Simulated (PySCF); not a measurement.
**Radial density of In⁺ (indium, charge +1)**

M06-L, [Kr] 4d10 5s2, closed-shell 1S. Computed with PySCF 2.14 in cc-pVTZ-PP with ECP28MDF (5s4p3d1f, 39 functions), with a scalar-relativistic core potential. This is the valence pseudo-density: the core potential removes the inner electrons and smooths the orbitals near the nucleus.

```tsv
r (bohr)	4πr²ρ (e/bohr)
0.00929	1.241e-05
0.0156	2.852e-05
0.0263	5.488e-05
0.0442	0.0001092
0.0743	0.0003916
0.125	0.003709
0.210	0.05610
0.354	1.185
0.595	13.53
1.00	18.84
1.68	4.792
2.83	0.9744
4.76	0.05609
8.01	0.0001446
```

Energies and moments cover only the electrons outside the core potential.
